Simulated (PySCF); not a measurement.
C2H5FN2Si, SMILES [C@H]1([Si@@H](C=N1)N)F. Atoms are numbered in the order given.

```xyz
11

N      2.0122     0.5012     0.4040
Si     0.4095     0.8741    -0.0575
C     -1.0287     0.5084     1.1229
N     -1.5576    -0.4414     0.4322
C     -0.7138    -0.5274    -0.7688
F     -0.1337    -1.7652    -0.8656
H      2.2808    -0.3994     0.7804
H      2.8046     1.0769     0.1535
H      0.4712     2.2145    -0.7180
H     -1.4842     0.8231     2.0740
H     -1.3291    -0.3699    -1.6728
```
Charge 0, spin multiplicity 1.

Geometry optimised at PBE0-D3(BJ)/def2-SVP. The structure was generated by enumeration; whether it is a known compound was not checked. The values are those of a single conformer.

All values below come from PBE/pcSseg-1 in PySCF.

GIAO shieldings, no solvent; atoms listed in one row are averaged. δ = σ(ref) − σ: ¹⁵N against NH3 (σ = 267.0 ppm); ²⁹Si against TMS (σ = 335.4 ppm); ¹³C against TMS (σ = 182.0 ppm); ¹⁹F against CFCl3 (σ = 133.6 ppm); ¹H against TMS (σ = 31.49 ppm), references at their B3LYP-D3(BJ)/def2-TZVP geometries, non-relativistic.

Computed chemical shifts:
```tsv
nucleus	atoms	count	δ (ppm)
¹⁵N	N4	1	522.5
¹⁵N	N1	1	30.7
²⁹Si	Si2	1	-6.7
¹³C	C3	1	206.4
¹³C	C5	1	123.9
¹⁹F	F6	1	-214.5
¹H	H10	1	9.21
¹H	H11	1	6.74
¹H	H9	1	6.31
¹H	H8	1	1.62
¹H	H7	1	1.51
```
